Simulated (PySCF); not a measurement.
SiFCl3.
SMILES: `F[Si](Cl)(Cl)Cl`

The closed-shell ground state was solved at several levels (PySCF, density fitting, gas phase, non-relativistic). Geometry: PBE0-D3(BJ)/def2-SVP; no solvent, vibrations or thermal averaging.

```tsv
level	basis functions	HOMO (eV)	LUMO (eV)	gap (eV)	dipole (D)
KT2/pcSseg-1	113	-8.47	-1.81	6.66	0.51
PBE0/pcSseg-1	113	-9.83	-0.60	9.23	0.52
```

**Question.** What might B3LYP/def2-SVPD (128 basis functions) give for the same quantities?

**Answer.** HOMO -9.47 eV, LUMO -1.14 eV, gap 8.33 eV, dipole 0.66 D.

**Question.** Over all these levels, which gives the widest orbital gap and which the narrowest?

**Answer.** PBE0/pcSseg-1 (global hybrid, 25 % exact exchange) has the widest, 9.23 eV, and KT2/pcSseg-1 (GGA) the narrowest, 6.66 eV. The two share the basis. From the narrowest to the widest the HOMO moves by -1.36 eV and the LUMO by +1.21 eV.

**Question.** How far do the dipole and the HOMO energy spread over the levels?

**Answer.** The dipole runs from 0.51 to 0.66 D (mean 0.56 D) and the HOMO from -9.83 to -8.47 eV.
